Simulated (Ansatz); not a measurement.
`C[CH](C)[Sn][F]` and `CC(C)CS` differ in one atom or group.

Ansatz, PBE0-D4/def2-TZVP geometries, multiplicity 1. Each molecule was computed in one conformer, which needn't be the lowest.

Elements past krypton have def2 core potentials.

```csv
property,`C[CH](C)[Sn][F]`
size of the dipole moment (ωB97M-V/def2-TZVPP) / D,2.72
size of the dipole moment (PBE/def2-TZVPP) / D,2.54
HOMO energy (B3LYP/def2-TZVPP) / eV,-6.01
HOMO energy (ωB97M-V/def2-TZVPP) / eV,-8.22
LUMO energy (PBE/def2-TZVPP) / eV,-3.24
size of the dipole moment (B3LYP/def2-TZVPP) / D,2.74
```

(1) Give the same properties after the change, and the shifts. (Best estimate.)

Results:

(1) The calculation gave: 
```json
{"property": "size of the dipole moment (ωB97M-V/def2-TZVPP) / D", "`CC(C)CS`": "1.57", "shift": "-1.15"}
{"property": "size of the dipole moment (PBE/def2-TZVPP) / D", "`CC(C)CS`": "1.59", "shift": "-0.95"}
{"property": "HOMO energy (B3LYP/def2-TZVPP) / eV", "`CC(C)CS`": "-6.51", "shift": "-0.50"}
{"property": "HOMO energy (ωB97M-V/def2-TZVPP) / eV", "`CC(C)CS`": "-9.00", "shift": "-0.78"}
{"property": "LUMO energy (PBE/def2-TZVPP) / eV", "`CC(C)CS`": "-0.37", "shift": "2.87"}
{"property": "size of the dipole moment (B3LYP/def2-TZVPP) / D", "`CC(C)CS`": "1.59", "shift": "-1.15"}
```

With PBE0 the HOMO falls by 0.58 eV and the LUMO rises by 3.06 eV, so the gap widens by about 3.64 eV. PBE moves the HOMO by -0.37 eV and ωB97M-V by -0.78 eV. Dipoles are sizes alone; their direction can turn.

B3LYP here is the variant with VWN-RPA as its local correlation; programs differ in this.
